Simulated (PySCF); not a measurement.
Species: C7H6NP.
SMILES with atom numbers: `[CH3:1][c:2]1[cH:3][c:4]([C:5]#[N:6])[cH:7][cH:8][p:9]1`

Structure used (GFN2-xTB), in Å, numbered top down from 1:
```xyz
15
C7H6NP angstrom
C      2.4422   -0.6447    0.0442
C      0.9442   -0.5414    0.0628
C      0.3601    0.6948   -0.1180
C     -1.0178    0.9186   -0.1225
C     -1.4826    2.2384   -0.3200
N     -1.8575    3.3104   -0.4807
C     -1.9525   -0.1035    0.0590
C     -1.5872   -1.4130    0.2572
P      0.0396   -2.0179    0.3155
H      2.8771   -0.0250    0.8283
H      2.7614   -1.6736    0.1977
H      2.8367   -0.2970   -0.9103
H      1.0066    1.5521   -0.2669
H     -3.0030    0.1578    0.0412
H     -2.3718   -2.1480    0.3905
```

Definitions: NICS(0) = −σiso at the ring centroid; NICS(1) = −σiso and NICS(1)zz = −σzz at ±1 Å along the ring normal z. Level: GIAO PBE0/pcSseg-1 (PySCF, non-relativistic, gas phase) on the GFN2-xTB geometry, one conformer.

Ring bond lengths (Å), with Mayer bond orders in brackets: C2–C3 1.379 (1.40), C3–C4 1.396 (1.37), C4–C7 1.397 (1.36), C7–C8 1.374 (1.48), C8–P9 1.737 (1.30), P9–C2 1.750 (1.29).

Problem. What do the NICS probes read (ppm)?

Solution. 
```json
{"ring": "C2–C3–C4–C7–C8–P9", "type": "6-membered ring with P; formal bonds all aromatic", "NICS(0)": "-7.7", "NICS(1), two faces": "-10.5 / -10.5", "NICS(1)zz, two faces": "-25.3 / -25.3", "rms pucker (Å)": "0.00", "centre to ring atoms, mean (Å)": "1.50"}
```

Problem. What do they say, and how far can they be read as aromaticity?

Solution. 
- C2–C3–C4–C7–C8–P9: mean NICS(1)zz -25.3 ppm, shielded.

Problem. How equal are the bonds by HOMA? HOMA = 1 − mean of α(R − Ropt)² over the ring bonds, with Krygowski's 1993 parameters (CC: Ropt 1.388 Å, α 257.7 Å⁻²; CP: Ropt 1.698 Å, α 118.91 Å⁻²).

Solution. 
- C2–C3–C4–C7–C8–P9: HOMA 0.90; the largest term is that of P9–C2, α(R − Ropt)² = 0.32.

Problem. What is the mean of the two in-plane components of NICS at the first NICS(1) probe listed for ring C2–C3–C4–C7–C8–P9, 1 Å off the ring?

Solution. The isotropic value is a third of the trace: (3 × -10.5 − (-25.3))/2 = -3.1 ppm.

Problem. List the ring angles and the Hirshfeld charges of the ring atoms.

Solution. 
- C2–C3–C4–C7–C8–P9: C2 123.8° (-0.036 e), C3 124.2° (-0.030 e), C4 122.9° (+0.013 e), C7 122.6° (-0.029 e), C8 125.9° (-0.099 e), P9 100.7° (+0.115 e); sum 720.0° against 720° for a flat convex ring.

Problem. What are the shieldings of the ring atoms and their hydrogens in the same run (means over atoms taken as equivalent)?

Solution. 
```json
{"atoms": "C2", "environment": "substituted aromatic carbon", "σ isotropic (ppm)": "5.2", "principal values of the symmetric part, first atom (ppm)": "-160.5, -7.5, 183.5"}
{"atoms": "C3", "environment": "aromatic CH carbon", "σ isotropic (ppm)": "43.5", "principal values of the symmetric part, first atom (ppm)": "-62.4, 32.3, 160.5"}
{"atoms": "C4", "environment": "substituted aromatic carbon", "σ isotropic (ppm)": "69.6", "principal values of the symmetric part, first atom (ppm)": "-28.4, 67.4, 169.8"}
{"atoms": "C7", "environment": "aromatic CH carbon", "σ isotropic (ppm)": "46.9", "principal values of the symmetric part, first atom (ppm)": "-62.7, 26.4, 177.1"}
{"atoms": "C8", "environment": "aromatic CH carbon", "σ isotropic (ppm)": "20.8", "principal values of the symmetric part, first atom (ppm)": "-143.7, 26.0, 180.1"}
{"atoms": "P9", "environment": "phosphorus bonded to 2 C", "σ isotropic (ppm)": "62.5", "principal values of the symmetric part, first atom (ppm)": "-233.6, -67.4, 488.4"}
{"atoms": "H13", "environment": "aromatic hydrogen", "σ isotropic (ppm)": "23.41", "principal values of the symmetric part, first atom (ppm)": "18.9, 21.9, 29.4"}
{"atoms": "H14", "environment": "aromatic hydrogen", "σ isotropic (ppm)": "23.50", "principal values of the symmetric part, first atom (ppm)": "19.4, 23.4, 27.7"}
{"atoms": "H15", "environment": "aromatic hydrogen", "σ isotropic (ppm)": "22.49", "principal values of the symmetric part, first atom (ppm)": "20.0, 20.7, 26.8"}
```
